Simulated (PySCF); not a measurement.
Input for PySCF:
```python
from pyscf import gto, scf

mol = gto.M(
    atom='''
B     0.69541291   -0.01491515    0.14279803
N    -0.54762335   -0.00554107   -0.02815933
H     2.18853197    0.08386150   -0.18840493
H    -1.48766710    0.05229634   -0.40490136
''',
    basis='6-311g**',
    charge=1,
    spin=1,
    verbose=4,
)

mf = scf.UHF(mol)
mf.kernel()
```

Predict the <S^2> from HF/6-311G** in PySCF.

0.763

What is the computed number of basis functions (HF/6-311G**)?

48

Predict the HOMO energy from HF/6-311G**.

-20.76 eV

What total energy does HF/6-311G** give?

-79.9183 Eh

These values belong to the state on which the SCF converged, which isn't shown to be the lowest.
